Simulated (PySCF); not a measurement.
**Si(2+) (silicon, charge +2) across methods**

[Ne] 3d2, high-spin 3F determinant (an excited configuration). Computed with PySCF 2.14 in aug-cc-pCVTZ-DK with one added diffuse shell each of s, p, d, f type (9s8p6d4f, 91 functions), with scalar relativity by spin-free X2C-1e.

```csv
method,E (hartree),mean ε 2p α (eV),mean ε 2p β (eV),mean ε 3d α (eV),Σ⟨r²⟩ (bohr²),⟨S²⟩
PBE,-287.6595,-125.03,-124.90,-14.536,19.79,2.000
LDA,-286.6118,-125.18,-125.04,-14.314,19.89,2.000
wB97X,-287.7833,-132.14,-132.11,-16.912,20.04,2.000
UHF,-287.29043,-145.86,-145.74,-16.600,21.20,2.000
TPSSh,-287.8103,-127.76,-127.64,-14.733,19.98,2.000
r2SCAN,-287.7648,-127.20,-127.09,-14.429,20.02,2.000
MN15,-287.8030,-130.67,-130.53,-14.994,19.96,2.000
PBE0,-287.6672,-130.55,-130.42,-15.141,20.05,2.000
BP86,-287.8292,-125.21,-125.10,-14.573,19.78,2.000
```

The outer electron is Rydberg-like, and this basis confines it to a smaller radius and binds it less than a complete one would.
